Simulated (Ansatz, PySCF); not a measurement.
C2H8ClNSi2, SMILES C[Si@@H](/C=N/[SiH3])Cl. Atoms are numbered in the order given.

```xyz
14

C      1.5101    -0.3522    -1.7534
Si     1.0368     0.7163    -0.3067
Cl     2.4181     0.5192     1.2337
C     -0.6504     0.1648     0.3649
N     -1.5301    -0.1558    -0.4977
Si    -3.1702    -0.6713    -0.0939
H      0.6780    -0.3515    -2.4751
H      2.4219     0.0138    -2.2490
H      1.6797    -1.3881    -1.4216
H      0.9732     2.1603    -0.6595
H     -0.8504     0.1410     1.4627
H     -3.3859    -0.6898     1.3885
H     -4.1235     0.2763    -0.7322
H     -3.3782    -2.0349    -0.6522
```

The structure is a stationary point at ωB97X-D3(BJ)/def2-SVP. The structure was generated by enumeration; whether it is a known compound was not checked. The values are those of a single conformer.

Two levels are set side by side: PBE-D3(BJ)/def2-SVP (Ansatz, an electronic-structure program) and ωB97X-D3(BJ)/def2-SVP (PySCF). Each level has its own optimised geometry; the coordinates shown are those of the second. Frequencies come from the Hessian of PySCF at each geometry. Differences are taken from unrounded values.

| quantity | ωB97X-D3(BJ) |
|---|---|
| mean bond length (Å) | 1.481 |
| bond C1–Si2 (Å) | 1.860 |
| bond Si2–Cl3 (Å) | 2.078 |
| bond Si2–C4 (Å) | 1.898 |
| bond C4–N5 (Å) | 1.273 |
| bond N5–Si6 (Å) | 1.766 |
| bond C1–H7 (Å) | 1.101 |
| bond C1–H8 (Å) | 1.100 |
| bond C1–H9 (Å) | 1.101 |
| bond Si2–H10 (Å) | 1.488 |
| bond C4–H11 (Å) | 1.116 |
| bond Si6–H12 (Å) | 1.498 |
| bond Si6–H13 (Å) | 1.488 |
| bond Si6–H14 (Å) | 1.488 |
| highest harmonic wavenumber (cm⁻¹) | 3188 |
| mean harmonic wavenumber (cm⁻¹) | 1151 |
| zero-point energy (kcal/mol) | 59.24 |

Problem. What does PBE-D3(BJ) give, and how far is it from ωB97X-D3(BJ)? (An estimate is asked for; the answer gives what the named calculation found.)

Solution. 
```
quantity                            PBE-D3(BJ)  PBE-D3(BJ) minus ωB97X-D3(BJ)
----------------------------------  ----------  -----------------------------
mean bond length (Å)                     1.493                          0.012
bond C1–Si2 (Å)                          1.872                          0.012
bond Si2–Cl3 (Å)                         2.095                          0.017
bond Si2–C4 (Å)                          1.912                          0.014
bond C4–N5 (Å)                           1.283                          0.010
bond N5–Si6 (Å)                          1.775                          0.009
bond C1–H7 (Å)                           1.109                          0.008
bond C1–H8 (Å)                           1.107                          0.007
bond C1–H9 (Å)                           1.108                          0.007
bond Si2–H10 (Å)                         1.504                          0.016
bond C4–H11 (Å)                          1.127                          0.011
bond Si6–H12 (Å)                         1.513                          0.015
bond Si6–H13 (Å)                         1.501                          0.013
bond Si6–H14 (Å)                         1.501                          0.013
highest harmonic wavenumber (cm⁻¹)        3097                            -91
mean harmonic wavenumber (cm⁻¹)           1098                            -53
zero-point energy (kcal/mol)             56.50                          -2.74
```

Exact exchange shortens and stiffens bonds; PBE has none. Differences between two approximate levels are no errors against the true value.
